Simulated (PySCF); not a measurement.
C₂H₁₁BN₂Si (SMILES CB(C)N[SiH2]N), singlet, geometry from GFN2-xTB; CASSCF(4,5)/STO-3G run with PySCF.

PySCF was given this input:
```python
from pyscf import gto, scf, mcscf
import numpy

mol = gto.M(
    atom='''
Si    1.396219    0.339462    0.345035
N     2.583655   -0.898464    0.146513
N    -0.081488   -0.465661   -0.091164
B    -1.388241    0.024456   -0.201454
C    -1.666442    1.564816    0.058289
C    -2.577728   -0.952389   -0.596743
H     1.559771    1.526626   -0.507953
H     1.440237    0.693871    1.765719
H     3.512407   -0.706530    0.482519
H     2.644244   -1.369786   -0.742572
H     0.035174   -1.456944   -0.249808
H    -1.307351    2.158192   -0.781299
H    -2.722021    1.793697    0.183271
H    -1.137804    1.925668    0.937690
H    -2.250359   -1.956254   -0.862186
H    -3.150129   -0.559841   -1.435534
H    -3.280188   -1.049144    0.230216
''',
    basis='sto-3g',
    charge=0,
    spin=0,
    verbose=4,
)

mf = scf.RHF(mol)
mf.kernel()
mc = mcscf.CASSCF(mf, 5, 4)
mc.fix_spin_(ss=0.0)
mc.kernel()
occ = numpy.linalg.eigvalsh(mc.fcisolver.make_rdm1(mc.ci, mc.ncas, mc.nelecas))[::-1]
ss = mc.fcisolver.spin_square(mc.ci, mc.ncas, mc.nelecas)[0]
print('natural occupations', occ.round(4), ' <S^2>', round(ss, 4))
```

Question: Write the output that PySCF gives for this input, abridged.

Answer: 
```
PySCF version 2.14.0

[INPUT] verbose = 4
[INPUT] num. atoms = 17
[INPUT] num. electrons = 56
[INPUT] charge = 0
[INPUT] spin (= nelec alpha-beta = 2S) = 0
[INPUT] symmetry False subgroup None
[INPUT] Mole.unit = angstrom
[INPUT] Symbol           X                Y                Z      unit          X                Y                Z       unit  Magmom
[...]
nuclear repulsion = 289.486401877931
number of shells = 31
number of NR pGTOs = 135
number of NR cGTOs = 45
basis = sto-3g
ecp = {}

******** <class 'pyscf.scf.hf.RHF'> ********
method = RHF
initial guess = minao
damping factor = 0
level_shift factor = 0
DIIS = <class 'pyscf.scf.diis.CDIIS'>
diis_start_cycle = 1
diis_space = 8
diis_damp = 0
SCF conv_tol = 1e-09
SCF conv_tol_grad = None
SCF max_cycles = 50
direct_scf = True
direct_scf_tol = 1e-13
Set gradient conv threshold to 3.16228e-05
Initial guess from minao.
init E= -499.431318915126
[...]
cycle= 1 E= -498.717723033335  delta_E= 0.714  |g|= 0.453  |ddm|= 4.73
[...]
cycle= 2 E= -498.787963355806  delta_E= -0.0702  |g|= 0.13  |ddm|= 0.794
[...]
cycle= 3 E= -498.793593319243  delta_E= -0.00563  |g|= 0.0326  |ddm|= 0.204
[...]
cycle= 4 E= -498.794041929872  delta_E= -0.000449  |g|= 0.00629  |ddm|= 0.0657
[...]
cycle= 5 E= -498.794059803772  delta_E= -1.79e-05  |g|= 0.00136  |ddm|= 0.0121
[...]
cycle= 6 E= -498.794061220622  delta_E= -1.42e-06  |g|= 0.000345  |ddm|= 0.00418
[...]
cycle= 7 E= -498.794061319434  delta_E= -9.88e-08  |g|= 6.81e-05  |ddm|= 0.00123
[...]
cycle= 8 E= -498.794061322991  delta_E= -3.56e-09  |g|= 1.48e-05  |ddm|= 0.000197
[...]
cycle= 9 E= -498.794061323155  delta_E= -1.64e-10  |g|= 3.66e-06  |ddm|= 3.98e-05
[...]
Extra cycle  E= -498.794061323163  delta_E= -8.19e-12  |g|= 1.41e-06  |ddm|= 7.38e-06
converged SCF energy = -498.794061323163

******** <class 'pyscf.mcscf.mc1step.CASSCF'> ********
CAS (2e+2e, 5o), ncore = 26, nvir = 14
max_cycle_macro = 50
max_cycle_micro = 4
conv_tol = 1e-07
conv_tol_grad = None
orbital rotation max_stepsize = 0.02
orbital rotation threshold for CI restart = 0.01
augmented hessian ah_max_cycle = 30
augmented hessian ah_conv_tol = 1e-12
augmented hessian ah_linear dependence = 1e-14
augmented hessian ah_level shift = 1e-08
augmented hessian ah_start_tol = 2.5
augmented hessian ah_start_cycle = 3
augmented hessian ah_grad_trust_region = 3
kf_trust_region = 3
kf_interval = 4
ci_response_space = 4
ci_grad_trust_region = 3
with_dep4 0
natorb = False
canonicalization = True
sorting_mo_energy = False
[...]
CASCI E = -498.799893377079  S^2 = 0.0000000
[...]
macro iter   9 ( 21 JK    4 micro), CASSCF E = -498.818522318237  dE =  6.67052548e-05  S^2 = 0.0000000
               |grad[o]|=0.00598  |grad[c]|=0.00444  |ddm|=0.00266  |maxRot[o]|=0.109
macro iter  10 ( 21 JK    4 micro), CASSCF E = -498.819165094651  dE = -6.42776414e-04  S^2 = 0.0000000
               |grad[o]|=0.00609  |grad[c]|=0.00266  |ddm|=0.00224  |maxRot[o]|=0.0435
macro iter  11 ( 20 JK    4 micro), CASSCF E = -498.819418745359  dE = -2.53650708e-04  S^2 = 0.0000000
               |grad[o]|=0.00464  |grad[c]|=0.00349  |ddm|=0.00218  |maxRot[o]|=0.0337
macro iter  12 ( 21 JK    4 micro), CASSCF E = -498.819322229699  dE =  9.65156595e-05  S^2 = 0.0000000
               |grad[o]|=0.00381  |grad[c]|=0.00364  |ddm|=0.00158  |maxRot[o]|=0.0144
macro iter  13 ( 21 JK    4 micro), CASSCF E = -498.819780346655  dE = -4.58116955e-04  S^2 = 0.0000000
               |grad[o]|=0.00408  |grad[c]|=0.000772  |ddm|=0.00062  |maxRot[o]|=0.0353
macro iter  14 ( 21 JK    4 micro), CASSCF E = -498.819768334971  dE =  1.20116840e-05  S^2 = 0.0000000
               |grad[o]|=0.00228  |grad[c]|=0.00254  |ddm|=0.000787  |maxRot[o]|=0.00783
macro iter  15 ( 20 JK    4 micro), CASSCF E = -498.819956948791  dE = -1.88613820e-04  S^2 = 0.0000000
               |grad[o]|=0.00235  |grad[c]|=0.000594  |ddm|=0.000308  |maxRot[o]|=0.0245
macro iter  16 ( 10 JK    4 micro), CASSCF E = -498.819982064535  dE = -2.51157442e-05  S^2 = 0.0000000
               |grad[o]|=0.000914  |grad[c]|=0.000493  |ddm|=0.000191  |maxRot[o]|=0.00847
macro iter  17 (  9 JK    3 micro), CASSCF E = -498.819990940689  dE = -8.87615431e-06  S^2 = 0.0000000
               |grad[o]|=0.000495  |grad[c]|=0.000183  |ddm|=0.00018  |maxRot[o]|=0.00649
macro iter  18 (  4 JK    1 micro), CASSCF E = -498.819991169811  dE = -2.29121838e-07  S^2 = 0.0000000
               |grad[o]|=8.09e-05  |grad[c]|=8.32e-05  |ddm|=3.91e-05  |maxRot[o]|=0.00119
macro iter  19 (  1 JK    1 micro), CASSCF E = -498.819991169870  dE = -5.88897819e-11  S^2 = 0.0000000
               |grad[o]|=1.67e-05  |grad[c]|=9.24e-06  |ddm|=4.63e-06  |maxRot[o]|=    0
1-step CASSCF converged in  19 macro (337 JK  69 micro) steps
CASSCF canonicalization
Density matrix diagonal elements [1.98475092 1.97575065 0.01382903 0.00352637 0.02214302]
CASSCF energy = -498.819991169870
CASCI E = -498.819991169870  E(CI) = -4.03165692217249  S^2 = 0.0000000
natural occupations [1.9862e+00 1.9758e+00 2.3600e-02 1.3700e-02 7.0000e-04]  <S^2> 0.0
```
